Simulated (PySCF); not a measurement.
Si(Cl)3(OMe) (CH3Cl3OSi), SMILES CO[Si](Cl)(Cl)Cl. Atoms are numbered in the order given.

```xyz
9

C     -2.3881    -1.1501     0.0000
O     -0.9740    -1.3197     0.0000
Si     0.1102    -0.0795     0.0000
Cl    -0.1374     1.1052    -1.6698
Cl     1.9740    -0.9205     0.0000
Cl    -0.1374     1.1052     1.6698
H     -2.8501    -2.1562     0.0000
H     -2.7288    -0.5993     0.9036
H     -2.7288    -0.5993    -0.9036
```
Charge 0, spin multiplicity 1.

Coordinates come from a PBE-D3(BJ)/def2-SVP optimisation. One conformer was computed; it need not be the lowest.

Level of theory: TDA-LC-ωPBE/def2-SVPD run with PySCF.

Vertical excitations.  State labels are in the subgroup Cs.

**Question.** Estimate the UV-visible absorptions. (Estimate from the structure and the level; the computed values follow.)

**Answer.** 
```json
[
 {"state": "S1", "symmetry": "A\"", "energy (eV)": "8.04", "λ (nm)": "154", "f": "0.001", "main pairs": "HOMO−1→LUMO 55 %, HOMO→LUMO 12 %, HOMO−1→LUMO+2 9 %"},
 {"state": "S2", "symmetry": "A\"", "energy (eV)": "8.15", "λ (nm)": "152", "f": "0.005", "main pairs": "HOMO→LUMO 44 %, HOMO−3→LUMO 12 %, HOMO−1→LUMO 12 %"},
 {"state": "S3", "symmetry": "A'", "energy (eV)": "8.36", "λ (nm)": "148", "f": "0.033", "main pairs": "HOMO−2→LUMO 51 %, HOMO−4→LUMO 12 %"},
 {"state": "S4", "symmetry": "A\"", "energy (eV)": "8.73", "λ (nm)": "142", "f": "0.020", "main pairs": "HOMO−3→LUMO 29 %, HOMO−5→LUMO 12 %, HOMO→LUMO 9 %, HOMO→LUMO+5 9 %"},
 {"state": "S5", "symmetry": "A'", "energy (eV)": "8.87", "λ (nm)": "140", "f": "0.072", "main pairs": "HOMO−6→LUMO 27 %, HOMO−4→LUMO 19 %, HOMO−7→LUMO 12 %, HOMO−6→LUMO+2 6 %"},
 {"state": "S6", "symmetry": "A\"", "energy (eV)": "8.88", "λ (nm)": "140", "f": "0.088", "main pairs": "HOMO−5→LUMO 39 %, HOMO−3→LUMO 10 %, HOMO−5→LUMO+1 9 %, HOMO→LUMO+1 6 %"},
 {"state": "S7", "symmetry": "A'", "energy (eV)": "8.95", "λ (nm)": "139", "f": "0.066", "main pairs": "HOMO−6→LUMO 27 %, HOMO−7→LUMO 15 %, HOMO−4→LUMO 11 %, HOMO−2→LUMO 6 %"},
 {"state": "S8", "symmetry": "A\"", "energy (eV)": "9.14", "λ (nm)": "136", "f": "0.040", "main pairs": "HOMO→LUMO+1 40 %, HOMO→LUMO+5 9 %, HOMO→LUMO+7 9 %, HOMO−3→LUMO 7 %"},
 {"state": "S9", "symmetry": "A'", "energy (eV)": "9.33", "λ (nm)": "133", "f": "0.030", "main pairs": "HOMO−7→LUMO 18 %, HOMO−4→LUMO 18 %, HOMO−2→LUMO 9 %, HOMO−4→LUMO+5 8 %"},
 {"state": "S10", "symmetry": "A\"", "energy (eV)": "9.39", "λ (nm)": "132", "f": "0.007", "main pairs": "HOMO→LUMO+2 37 %, HOMO→LUMO+7 19 %, HOMO−3→LUMO 8 %, HOMO→LUMO+1 7 %"},
 {"state": "T1", "symmetry": "A\"", "energy (eV)": "7.45", "λ (nm)": "166", "f": "0", "main pairs": "HOMO−1→LUMO 53 %, HOMO−1→LUMO+2 10 %, HOMO−1→LUMO+1 8 %"},
 {"state": "T2", "symmetry": "A\"", "energy (eV)": "7.58", "λ (nm)": "164", "f": "0", "main pairs": "HOMO→LUMO 31 %, HOMO−3→LUMO 22 %, HOMO−1→LUMO 7 %, HOMO−3→LUMO+2 7 %"},
 {"state": "T3", "symmetry": "A'", "energy (eV)": "7.68", "λ (nm)": "161", "f": "0", "main pairs": "HOMO−2→LUMO 38 %, HOMO−4→LUMO 20 %, HOMO−2→LUMO+1 8 %, HOMO−4→LUMO+1 6 %"},
 {"state": "T4", "symmetry": "A\"", "energy (eV)": "8.00", "λ (nm)": "155", "f": "0", "main pairs": "HOMO−3→LUMO 25 %, HOMO→LUMO 15 %, HOMO→LUMO+5 11 %, HOMO−5→LUMO 9 %"}
]
```
Triplets are in the Tamm–Dancoff approximation.
